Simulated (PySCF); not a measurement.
C5H9ClO2.
Atom-mapped SMILES: `[CH3:1][O:2][C:3]([CH3:4])([CH3:5])[C:6](=[O:7])[Cl:8]` (hydrogens: H9, H10, H11 on C1; H12, H13, H14 on C4; H15, H16, H17 on C5)

Structure used (GFN2-xTB), in Å, numbered top down from 1:
```xyz
17
C5H9ClO2 angstrom
C      2.0692    0.0982    0.2146
O      0.9305   -0.7202    0.3675
C     -0.3072   -0.1349    0.0325
C     -1.3602   -1.2376    0.2257
C     -0.3581    0.4151   -1.3977
C     -0.6933    0.9805    1.0018
O     -1.3155    1.9593    0.7546
Cl    -0.1819    0.6455    2.6517
H      2.3388    0.2243   -0.8391
H      1.9285    1.0836    0.6698
H      2.8755   -0.4211    0.7293
H     -1.2630   -1.6614    1.2212
H     -2.3613   -0.8368    0.0950
H     -1.1841   -2.0219   -0.5047
H     -1.3731    0.7187   -1.6343
H     -0.0423   -0.3600   -2.0914
H      0.2904    1.2806   -1.5064
```

Computed, not measured: PySCF, TDDFT wB97X-D/def2-SVPD, vertical, gas phase, core orbitals frozen in the response.

Computed singlets with f of 0.002 or more:

```
state  ν̃ (cm⁻¹)       f
   S2      50700  0.0047
   S4      56110   0.014
   S5      60590   0.019
   S6      63640   0.087
   S7      64960   0.025
   S8      67640   0.048
```

Q: Turn these into Einstein A coefficients, radiative lifetimes, transition dipoles and integrated cross-sections.

A: For one non-degenerate pair of states in vacuum, A = 0.6670 f ν̃² s⁻¹ with ν̃ in cm⁻¹, τ = 1/A, |μ|² = 3f / (2ΔE) in atomic units, and the integrated cross-section is ∫σ dE = 109.76 f Mb·eV.

| state | A (s⁻¹) | τ | \|μ\| (D) | ∫σ dE (Mb·eV) |
| --- | --- | --- | --- | --- |
| S2 | 8.1×10⁶ | 120 ns | 0.45 | 0.52 |
| S4 | 3.0×10⁷ | 34 ns | 0.73 | 1.5 |
| S5 | 4.7×10⁷ | 21 ns | 0.82 | 2.1 |
| S6 | 2.3×10⁸ | 4.3 ns | 1.70 | 9.5 |
| S7 | 7.0×10⁷ | 14 ns | 0.90 | 2.7 |
| S8 | 1.5×10⁸ | 6.9 ns | 1.23 | 5.2 |

Leading configurations: S2 H-1→L (68%); S4 H-3→L (79%); S5 H-4→L (87%); S6 H→L+1 (69%); S7 H→L+2 (51%); S8 H-3→L+2 (25%) (H = HOMO, L = LUMO).

The rates are for emission to S0 at the absorption energy, with no other channel.

Q: How much energy does a mole of photons resonant with S6 carry?

A: 7.890 eV × 96.485 = 761 kJ/mol (182 kcal/mol).

Q: By what factor does the largest A in the list exceed the smallest?

A: S6 has 29 times the rate of S2.

Q: Which computed singlets stay under f = 0.002?

A: S1 (4.84 eV, f 0.0008) and S3 (6.43 eV, f 0.0003).

Cost: about 2.7 min of CPU time on one thread (with the writing of density and orbital grids); the machine was shared, so the figure is rough.

One conformer stands for the species.
